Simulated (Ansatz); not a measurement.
Isolated molecules relaxed with PBE0-D4/def2-TZVP in Ansatz; ΔE leaves out vibrations. CCSD(T)/CBS adds triple-zeta CCSD(T) − MP2 to the extrapolated MP2 energy (def2 sets, frozen cores). DFT in def2-TZVPP. B3LYP here is the variant with VWN-RPA as its local correlation; programs differ in this. For Ge outer-core shells are correlated without core-valence functions, which leaves a few kJ/mol of doubt a bond. Scalar relativity is left out up to krypton. One conformer a species, not always the lowest.

Reaction (isomerisation): `C[Si](F)(F)[GeH3]` → `F[SiH](F)[CH2][GeH3]`

`C[Si](F)(F)[GeH3]`:

Z-matrix (Å, degrees):
```
C
Si 1 1.846
H 1 1.092 2 110.7
H 1 1.093 2 110.7 3 -120.1
H 1 1.093 2 110.2 3 120.0
F 2 1.597 1 108.8 3 -177.4
F 2 1.597 1 108.8 3 -62.4
Ge 2 2.380 1 116.1 3 60.1
H 8 1.538 2 110.0 1 59.7
H 8 1.537 2 110.0 1 -59.4
H 8 1.535 2 110.9 1 -179.9
```

`F[SiH](F)[CH2][GeH3]`:

Cartesian coordinates in Å:
```
F 1.373 -2.495 0.731
Si 0.301 -1.556 0.024
F -1.114 -1.944 0.640
C 0.659 0.211 0.366
Ge -0.707 1.465 -0.291
H 0.281 -1.901 -1.412
H 1.613 0.473 -0.103
H 0.772 0.363 1.444
H -0.169 2.900 -0.177
H -1.986 1.323 0.545
H -1.024 1.161 -1.765
```

```json
{"level": "PBE-D4", "ΔE (kJ/mol)": "29.5", "difference from CCSD(T)/CBS": "16.7"}
{"level": "r2SCAN-D4", "ΔE (kJ/mol)": "22.8", "difference from CCSD(T)/CBS": "10.0"}
{"level": "PBE0-D4", "ΔE (kJ/mol)": "24.4", "difference from CCSD(T)/CBS": "11.6"}
{"level": "B3LYP-D4", "ΔE (kJ/mol)": "22.3", "difference from CCSD(T)/CBS": "9.5"}
{"level": "ωB97X-V", "ΔE (kJ/mol)": "17.4", "difference from CCSD(T)/CBS": "4.6"}
{"level": "ωB97M-V", "ΔE (kJ/mol)": "16.1", "difference from CCSD(T)/CBS": "3.3"}
{"level": "B2PLYP", "ΔE (kJ/mol)": "16.2", "difference from CCSD(T)/CBS": "3.4"}
{"level": "PBE", "ΔE (kJ/mol)": "29.7", "difference from CCSD(T)/CBS": "16.9"}
{"level": "r2SCAN", "ΔE (kJ/mol)": "22.8", "difference from CCSD(T)/CBS": "10.0"}
{"level": "PBE0", "ΔE (kJ/mol)": "24.5", "difference from CCSD(T)/CBS": "11.7"}
{"level": "B3LYP", "ΔE (kJ/mol)": "22.7", "difference from CCSD(T)/CBS": "9.9"}
{"level": "HF/def2-TZVPP", "ΔE (kJ/mol)": "7.8", "difference from CCSD(T)/CBS": "-5.0"}
{"level": "MP2/def2-TZVPP", "ΔE (kJ/mol)": "5.6", "difference from CCSD(T)/CBS": "-7.2"}
{"level": "SCS-MP2/def2-TZVPP", "ΔE (kJ/mol)": "5.1", "difference from CCSD(T)/CBS": "-7.7"}
{"level": "CCSD/def2-TZVPP", "ΔE (kJ/mol)": "10.5", "difference from CCSD(T)/CBS": "-2.3"}
{"level": "CCSD(T)/def2-TZVPP", "ΔE (kJ/mol)": "10.8", "difference from CCSD(T)/CBS": "-2.0"}
{"level": "HF/def2-QZVPP", "ΔE (kJ/mol)": "7.6", "difference from CCSD(T)/CBS": "-5.2"}
{"level": "MP2/def2-QZVPP", "ΔE (kJ/mol)": "6.7", "difference from CCSD(T)/CBS": "-6.1"}
{"level": "SCS-MP2/def2-QZVPP", "ΔE (kJ/mol)": "5.9", "difference from CCSD(T)/CBS": "-6.9"}
{"level": "HF/CBS(def2)", "ΔE (kJ/mol)": "7.6", "difference from CCSD(T)/CBS": "-5.2"}
{"level": "MP2/CBS(def2)", "ΔE (kJ/mol)": "7.7", "difference from CCSD(T)/CBS": "-5.1"}
{"level": "CCSD/CBS(def2)", "ΔE (kJ/mol)": "12.5", "difference from CCSD(T)/CBS": "-0.3"}
{"level": "CCSD(T)/CBS", "ΔE (kJ/mol)": "12.8", "difference from CCSD(T)/CBS": "0"}
```

Largest T1 diagnostic among the species: 0.012.

From PBE to PBE0 (25 % exact exchange), in def2-TZVPP and without D4, ΔE moves by −5.2 kJ/mol.
